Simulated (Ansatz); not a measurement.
Correlation energies of `CBCS` by basis set

Z-matrix (Å, degrees):
```
C
B 1 1.576
H 1 1.095 2 114.1
H 1 1.097 2 107.9 3 -118.3
H 1 1.093 2 113.2 3 124.5
C 2 1.557 1 122.0 3 18.0
S 2 2.154 1 113.5 3 -46.6
H 2 1.201 1 120.6 3 -172.0
H 6 1.087 2 120.3 1 158.2
H 6 1.087 2 121.9 1 7.6
H 7 1.342 2 94.6 1 19.0
```

Charge 0, multiplicity 1. The geometry is a stationary point of PBE0-D4/def2-TZVP. It is one conformer, not always the lowest. Frozen core, restricted reference, Ansatz 0.2.0. CBS rows extrapolate triple and quadruple zeta; past MP2 they add the triple-zeta difference.

```
     basis     HF (Eh)  MP2 corr.  CCSD corr.       (T)  CCSD(T) total
  def2-SVP  -501.81581   -0.51584    -0.57180  -0.01784     -502.40545
def2-TZVPP           ?          ?           ?  -0.02986              ?
def2-QZVPP  -502.08437   -0.68975           –         –              –
 CBS(def2)           ?   -0.72243    -0.77255     as TZ              ?
```

Fill in the withheld values. (An estimate is asked.)

Ansatz gave: def2-TZVPP HF (Eh): -502.06815; def2-TZVPP MP2 corr.: -0.64564; def2-TZVPP CCSD corr.: -0.69576; def2-TZVPP CCSD(T) total: -502.79377; CBS(def2) HF (Eh): -502.08660; CBS(def2) CCSD(T) total: -502.88901.
